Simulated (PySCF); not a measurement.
**Bond curve of CaSb**

Set-up: basis Ca def2-SVPD, Sb def2-SVPD with ECP28; scalar-relativistic core potentials; PySCF 2.14. Energies in eV from Ca + Sb in their ground configurations at the same level. All curves are PBE0. state 1: ⁴Σ⁻ (quartet), unpaired electrons σ ↑, π ↑↑; state 2: Ms = 0.5 determinant of mixed spin (⟨S²⟩ near 1.8), unpaired electrons σ ↓, π ↑↑, a second solution, started from another occupation; state 3: ²Π (doublet), unpaired electrons π ↑, a second solution, started from another occupation; state 4: Ms = 0.5 determinant of mixed spin (⟨S²⟩ near 1.8), unpaired electrons σ ↑, π ↑↓, a mixture of terms (⟨Lz²⟩ = 2.0), a second solution, started from another occupation.

```json
{"R (Å)": "2.662", "state 1": "-0.551", "state 2": "-0.494", "state 3": "-0.8918", "state 4": "-0.2297"}
{"R (Å)": "2.785", "state 1": "-0.849", "state 2": "-0.790", "state 3": "-0.9757", "state 4": "-0.5264"}
{"R (Å)": "2.909", "state 1": "-1.010", "state 2": "-0.946", "state 3": "-0.9484", "state 4": "-0.6829"}
{"R (Å)": "3.002", "state 1": "-1.065", "state 2": "-0.995", "state 3": "-0.8798", "state 4": "-0.7335"}
{"R (Å)": "3.095", "state 1": "-1.079", "state 2": "-1.002", "state 3": "-0.7844", "state 4": "-0.7418"}
{"R (Å)": "3.188", "state 1": "-1.063", "state 2": "-0.976", "state 3": "-0.6717", "state 4": "-0.7183"}
{"R (Å)": "3.312", "state 1": "-1.009", "state 2": "-0.905", "state 3": "-0.5061", "state 4": "-0.6515"}
{"R (Å)": "3.466", "state 1": "-0.908", "state 2": "-0.778", "state 3": "-0.2897", "state 4": "-0.5317"}
{"R (Å)": "3.652", "state 1": "-0.767", "state 2": "-0.596", "state 3": "-0.0320", "state 4": "-0.3617"}
{"R (Å)": "3.900", "state 1": "-0.580", "state 2": "-0.339", "state 3": "0.2907", "state 4": "-0.1293"}
```

Question: Put a parabola through the three lowest points of the state 1 curve and estimate Re, k and ωe (reduced mass 30.04 u; 1 eV/Å² = 0.16022 mdyn/Å; ωe = 1302.8·√(k/μ) cm⁻¹).

Answer: Through R = 3.002, 3.095, 3.188 Å the second-order coefficient is 1.73 eV/Å², so Re ≈ 3.092 Å, k ≈ 0.556 mdyn/Å and ωe ≈ 177 cm⁻¹. A polynomial fit of higher order to the unrounded PBE0 energies gives Re = 3.088 Å, k = 0.576 mdyn/Å, ωe = 180 cm⁻¹; anharmonicity and rounding make the difference.

The higher-order fit for each curve: state 1: Re = 3.088 Å, ωe = 180 cm⁻¹, De = 1.08 eV; state 2: Re = 3.064 Å, ωe = 193 cm⁻¹, minimum 1.00 eV below the ground-state fragments; state 3: Re = 2.809 Å, ωe = 244 cm⁻¹, minimum 0.98 eV below the ground-state fragments; state 4: Re = 3.069 Å, ωe = 190 cm⁻¹, minimum 0.74 eV below the ground-state fragments.

⟨S²⟩ of the unrestricted solution departs from its pure value on part of the curve, where spin states mix. These are scalar-relativistic numbers at best; spin–orbit coupling would shift them, the dissociation energy most. The state was picked by a PBE0 search and need not be the measured ground state.
